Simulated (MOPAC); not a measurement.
MOPAC input (PM7):

```
PM7 FORCE THERMO(298,298) PRECISE LET CHARGE=1 GEO-OK AUX(PRECISION=9) THREADS=1
C3H12NSi

C     1.11265732 1   -1.49795868 1   -0.12934602 1
Si    0.04625906 1   -0.00126244 1   -0.10221525 1
C    -1.37008081 1   -0.09275858 1   -1.27000620 1
C     0.99111528 1    1.57061285 1   -0.22234722 1
N    -0.75000795 1    0.02054104 1    1.65771109 1
H     1.62633929 1   -1.60491453 1   -1.11638015 1
H     1.93073460 1   -1.48058191 1    0.62147455 1
H     0.55633024 1   -2.44878121 1    0.01110185 1
H    -2.05769675 1    0.77731634 1   -1.21153113 1
H    -1.98728599 1   -1.00902292 1   -1.15699764 1
H    -1.01403111 1   -0.11106343 1   -2.32948063 1
H     1.80659049 1    1.66310676 1    0.52581359 1
H     0.36115133 1    2.48127650 1   -0.13773359 1
H     1.49662988 1    1.65822873 1   -1.21550144 1
H    -1.38784066 1    0.83145625 1    1.79208697 1
H    -1.31345236 1   -0.83352225 1    1.84637215 1
H    -0.03648098 1    0.07703759 1    2.41283142 1
```

From the output:

```
     H   17   0.010686   0.005115   0.629646   0.629695   4.082491

          HEAT OF FORMATION =      94.670743 KCALS/MOLE

          ZERO POINT ENERGY      84.361 KCAL/MOL

           NORMAL COORDINATE ANALYSIS (Total motion = 1 Angstrom)

   Root No.       1         2         3         4         5         6         7         8

                 1 A       2 A       3 A       4 A       5 A       6 A       7 A       8 A

                  83.6     119.2     130.2     130.8     186.4     186.5     240.7     240.7

           1    0.0000   -0.0000   -0.0002   -0.0002    0.0035   -0.0019    0.0080    0.0355
           2    0.0061   -0.0032   -0.0047    0.0003   -0.0009    0.0431   -0.0448    0.0055
           3    0.0027   -0.0015    0.0047    0.0062    0.0486   -0.0061   -0.0180    0.0143
           4    0.0000   -0.0000   -0.0003   -0.0003    0.0046   -0.0025    0.0084    0.0372
           5   -0.0000   -0.0000   -0.0002    0.0003    0.0028    0.0041    0.0359   -0.0037
           6   -0.0000   -0.0000   -0.0001    0.0003   -0.0001    0.0026    0.0141   -0.0128
           7    0.0055   -0.0032   -0.0039   -0.0019    0.0038   -0.0386    0.0220   -0.0365
           8   -0.0024    0.0014    0.0014    0.0009    0.0020    0.0190    0.0282    0.0276
           9   -0.0027    0.0016   -0.0066    0.0038   -0.0479   -0.0102   -0.0160    0.0165
          10   -0.0056    0.0029   -0.0023   -0.0039    0.0339    0.0189   -0.0357   -0.0235
          11   -0.0037    0.0018   -0.0029    0.0046    0.0238   -0.0257   -0.0068   -0.0306
          12    0.0000    0.0000    0.0011   -0.0057   -0.0016    0.0392    0.0242   -0.0224
          13    0.0001    0.0003    0.0057    0.0053   -0.0430    0.0225   -0.0064   -0.0287
          14   -0.0000    0.0001    0.0054   -0.0052   -0.0261   -0.0381   -0.0279    0.0028
          15    0.0000   -0.0001    0.0007   -0.0039    0.0010   -0.0239   -0.0105    0.0098
          16    0.0001    0.0001   -0.0039   -0.0033   -0.0313    0.0164    0.0055    0.0220
          17   -0.0213   -0.0938    0.0927   -0.1135   -0.0018    0.0575   -0.0711    0.0088
          18   -0.0097   -0.0426    0.0504   -0.0442    0.0635   -0.0077   -0.0288    0.0221
          19   -0.0036    0.0003    0.0045   -0.0022    0.0073   -0.0327    0.0663    0.0308
          20    0.0099    0.0035   -0.0143    0.0100   -0.0013    0.0571   -0.0719    0.0086
          21    0.0341    0.0939   -0.0995    0.1297    0.0637   -0.0095   -0.0265    0.0214
          22    0.0036   -0.0004   -0.0014    0.0047    0.0309    0.0126   -0.0470    0.0563
          23    0.0323    0.0730   -0.0907    0.0985   -0.0003    0.0554   -0.0697    0.0093
          24   -0.0152   -0.0595    0.0692   -0.0655    0.0638   -0.0068   -0.0308    0.0226
          25    0.0075    0.0029   -0.0072   -0.0121    0.0050   -0.0392    0.0232   -0.0381
          26   -0.0071   -0.0007    0.0067    0.0093    0.0028    0.0530    0.0176    0.0914
          27   -0.0337   -0.0924    0.0440    0.1607   -0.0630   -0.0139   -0.0241    0.0247
          28    0.0306    0.0654   -0.0430   -0.1195    0.0168   -0.0551    0.0375   -0.0804
          29   -0.0094   -0.0290    0.0193    0.0465    0.0275    0.0130    0.0491   -0.0111
          30    0.0149    0.0587   -0.0397   -0.0890   -0.0628   -0.0125   -0.0253    0.0281
          31   -0.0193   -0.0851    0.0384    0.1320   -0.0094   -0.0595    0.0212   -0.0615
          32    0.0084    0.0369   -0.0217   -0.0556   -0.0284    0.0051    0.0136    0.0339
          33    0.0095    0.0421   -0.0302   -0.0617   -0.0625   -0.0132   -0.0246    0.0262
          34   -0.0312   -0.0690   -0.1176   -0.0269    0.0543    0.0184   -0.0680   -0.0564
          35    0.0052    0.0260    0.0361    0.0123    0.0161   -0.0247    0.0064   -0.0183
          36   -0.0173   -0.0627   -0.0924   -0.0278   -0.0211    0.0618    0.0596    0.0018
          37   -0.0076   -0.0036   -0.0124   -0.0058    0.0350    0.0183   -0.0374   -0.0245
          38   -0.0307   -0.0737   -0.1240   -0.0200    0.0455   -0.0226   -0.0386   -0.0683
          39    0.0173    0.0627    0.0958    0.0102    0.0160    0.0632    0.0027   -0.0599
          40    0.0198    0.0882    0.1285    0.0199    0.0442    0.0408   -0.0468   -0.0466
          41    0.0130    0.0578    0.0819    0.0258    0.0325   -0.0583   -0.0259   -0.0344
          42    0.0000    0.0000    0.0007   -0.0036   -0.0010    0.0235    0.0205   -0.0188
          43   -0.0012    0.0005    0.0060    0.0056   -0.0487    0.0256   -0.0080   -0.0363
          44    0.2110   -0.0337    0.0081   -0.0052   -0.0500   -0.0440   -0.0521   -0.0150
          45    0.0960   -0.0157   -0.0016   -0.0072    0.0335   -0.0491   -0.0080    0.0604
          46   -0.1931    0.0314    0.0064    0.0075   -0.0588    0.0413   -0.0010   -0.0581
          47   -0.1283    0.0207    0.0066   -0.0081   -0.0345   -0.0679   -0.0626    0.0188
          48   -0.0006    0.0001    0.0002   -0.0009   -0.0004    0.0038    0.0146   -0.0136
          49    0.1945   -0.0309    0.0081    0.0062   -0.0675    0.0247   -0.0238   -0.0529
          50   -0.0828    0.0134    0.0048   -0.0058   -0.0214   -0.0427   -0.0284    0.0107
          51   -0.0954    0.0154    0.0040   -0.0061   -0.0291   -0.0520   -0.0608    0.0036

   Root No.       9        10        11        12        13        14        15        16

                 9 A      10 A      11 A      12 A      13 A      14 A      15 A      16 A

                 242.6     615.0     674.5     726.3     726.3     791.1     791.2     803.5

           1    0.0109   -0.0557   -0.0506    0.0847    0.0213   -0.0095   -0.0006   -0.0000
           2    0.0165    0.0027   -0.0048   -0.0088    0.0141   -0.0103   -0.0032    0.0216
           3   -0.0356   -0.0059    0.0104    0.0092    0.0097    0.0230    0.0004    0.0098
           4    0.0104   -0.0053    0.0125   -0.0497   -0.0125    0.0061    0.0004    0.0000
           5   -0.0162    0.0080   -0.0191   -0.0173    0.0458    0.0003    0.0062   -0.0000
           6    0.0351   -0.0177    0.0421    0.0069    0.0245   -0.0017    0.0027    0.0000
           7   -0.0193    0.0197    0.0244    0.0105   -0.0317   -0.0079   -0.0117    0.0198
           8   -0.0038    0.0522    0.0446    0.0616   -0.0549   -0.0012   -0.0049   -0.0085
           9   -0.0356   -0.0058    0.0104   -0.0027    0.0131   -0.0093   -0.0224   -0.0098
          10   -0.0189    0.0197    0.0244   -0.0057    0.0329   -0.0092    0.0106   -0.0198
          11    0.0293   -0.0300   -0.0372   -0.0216   -0.0415    0.0101   -0.0189   -0.0130
          12   -0.0210   -0.0431   -0.0266   -0.0190   -0.0669   -0.0064    0.0103   -0.0000
          13    0.0102    0.0213   -0.0159   -0.0091   -0.0023    0.0129    0.0008    0.0000
          14   -0.0152   -0.0324    0.0242   -0.0032    0.0084    0.0007    0.0131   -0.0000
          15    0.0342    0.0714   -0.0533    0.0013    0.0045   -0.0035    0.0057   -0.0000
          16    0.0717   -0.0821    0.0251    0.1284    0.0324    0.1546    0.0102    0.0001
          17    0.0271   -0.0033    0.0063    0.0124   -0.0155    0.0190    0.0076   -0.0320
          18   -0.0571    0.0073   -0.0137   -0.0157   -0.0124   -0.0428    0.0000   -0.0146
          19   -0.0159   -0.0397   -0.0773    0.0199    0.0907   -0.0843   -0.0226    0.1290
          20    0.0273   -0.0014    0.0108    0.0108   -0.0231    0.0243    0.0082   -0.0448
          21   -0.0584    0.0066   -0.0136   -0.0143   -0.0111   -0.0367    0.0001   -0.0128
          22   -0.0151   -0.0397   -0.0771    0.0602   -0.0706   -0.0860    0.0113   -0.1291
          23    0.0261   -0.0040    0.0031    0.0143   -0.0191    0.0108    0.0070   -0.0392
          24   -0.0579    0.0054   -0.0170   -0.0107   -0.0172   -0.0427    0.0005   -0.0253
          25   -0.0186    0.0171    0.0208    0.0074   -0.0220   -0.0056   -0.0104    0.0101
          26    0.0246    0.0359    0.0750   -0.0366   -0.0859   -0.0547   -0.0754    0.1362
          27   -0.0583    0.0066   -0.0136    0.0063   -0.0171    0.0142    0.0360    0.0128
          28   -0.0177    0.0195    0.0279    0.0553    0.0190    0.0001   -0.0283   -0.0871
          29    0.0240    0.0348    0.0722    0.0720    0.0222   -0.0257   -0.0850   -0.1027
          30   -0.0581    0.0054   -0.0170    0.0001   -0.0203    0.0162    0.0422    0.0252
          31   -0.0529    0.0356   -0.0156    0.0537   -0.0319    0.0403    0.0730   -0.0294
          32   -0.0554    0.0740   -0.0204    0.0771   -0.0903    0.0577    0.1292    0.0126
          33   -0.0572    0.0073   -0.0137    0.0068   -0.0188    0.0166    0.0420    0.0144
          34   -0.0173    0.0195    0.0278    0.0577    0.0095   -0.0032    0.0279    0.0871
          35    0.0278   -0.0271   -0.0347   -0.0416   -0.0231    0.0076   -0.0233   -0.0487
          36   -0.0574   -0.0226   -0.0654   -0.0618    0.0008    0.0404   -0.0870   -0.0938
          37   -0.0182    0.0171    0.0208   -0.0038    0.0229   -0.0067    0.0096   -0.0101
          38    0.0275   -0.0286   -0.0393    0.0496   -0.0520    0.0278   -0.0192    0.0993
          39   -0.0569   -0.0226   -0.0654    0.0530   -0.0320    0.0594   -0.0733    0.0941
          40   -0.0520    0.0356   -0.0156    0.0324    0.0536    0.0484   -0.0670    0.0295
          41    0.0801   -0.0542    0.0238   -0.0147   -0.0915   -0.0637    0.1092    0.0191
          42    0.0036   -0.0509    0.0063   -0.0211   -0.0743   -0.0403    0.0647   -0.0001
          43    0.0105    0.0158   -0.0088   -0.0015   -0.0003   -0.0051   -0.0002   -0.0000
          44   -0.0153   -0.0326    0.0237    0.0241   -0.0059   -0.0400   -0.0335   -0.0000
          45    0.0345    0.0718   -0.0520   -0.0459   -0.0166    0.0930   -0.0074    0.0000
          46    0.0102    0.0237   -0.0183    0.0155    0.0160   -0.0444    0.0204    0.0000
          47   -0.0149   -0.0360    0.0277   -0.0017   -0.0307    0.0198   -0.0648    0.0002
          48    0.0345    0.0680   -0.0475    0.0112    0.0382   -0.0390    0.0617   -0.0002
          49    0.0102    0.0236   -0.0181    0.0211   -0.0069   -0.0415   -0.0261   -0.0000
          50   -0.0155   -0.0274    0.0174   -0.0102    0.0042    0.0153    0.0060    0.0000
          51    0.0350    0.0719   -0.0521    0.0299   -0.0389   -0.0291   -0.0944    0.0003

   Root No.      17        18        19        20        21        22        23        24

                17 A      18 A      19 A      20 A      21 A      22 A      23 A      24 A

                 869.7     869.8     889.5     937.6     937.6    1234.6    1244.3    1244.4

           1    0.0035   -0.0035    0.0038    0.0108   -0.0099   -0.0000   -0.0015    0.0020
           2   -0.0207   -0.0134   -0.0096   -0.0079   -0.0141   -0.0136   -0.0042   -0.0129
           3    0.0002   -0.0156    0.0212   -0.0111    0.0005   -0.0062   -0.0145    0.0105
           4   -0.0055    0.0056   -0.0072   -0.0184    0.0168    0.0000   -0.0012    0.0016
           5    0.0047    0.0059    0.0109    0.0139    0.0191   -0.0000    0.0014    0.0013
           6    0.0038    0.0010   -0.0241    0.0118    0.0037   -0.0000    0.0010    0.0001
           7    0.0221   -0.0032    0.0073    0.0121   -0.0122   -0.0126    0.0071   -0.0095
           8   -0.0110   -0.0038   -0.0073   -0.0087   -0.0102    0.0054   -0.0020    0.0065
           9   -0.0076    0.0136    0.0212   -0.0088   -0.0067    0.0063   -0.0113   -0.0136
          10    0.0031   -0.0221    0.0073    0.0133   -0.0110    0.0126    0.0075   -0.0092
          11    0.0077   -0.0130   -0.0111   -0.0108   -0.0133    0.0083   -0.0084   -0.0077
          12   -0.0119   -0.0032    0.0195   -0.0032   -0.0010   -0.0000    0.0151    0.0020
          13   -0.0112    0.0112    0.0034    0.0210   -0.0192    0.0000    0.0003   -0.0004
          14    0.0093    0.0118   -0.0053   -0.0159   -0.0219    0.0000   -0.0004   -0.0004
          15    0.0076    0.0020    0.0116   -0.0135   -0.0042    0.0000   -0.0003   -0.0000
          16    0.0473   -0.0476    0.1347   -0.0423    0.0385    0.0000    0.0448   -0.0583
          17    0.0207    0.0111    0.0150    0.0036    0.0142    0.1312    0.0890    0.0477
          18   -0.0032    0.0177   -0.0331    0.0154   -0.0062    0.0594    0.0153    0.0541
          19   -0.1143   -0.0703   -0.0675   -0.0390   -0.0795    0.0377    0.0128    0.0227
          20    0.0370    0.0227    0.0214    0.0150    0.0234   -0.0169    0.0024   -0.0222
```

The dipole moment of an ion depends on the origin.
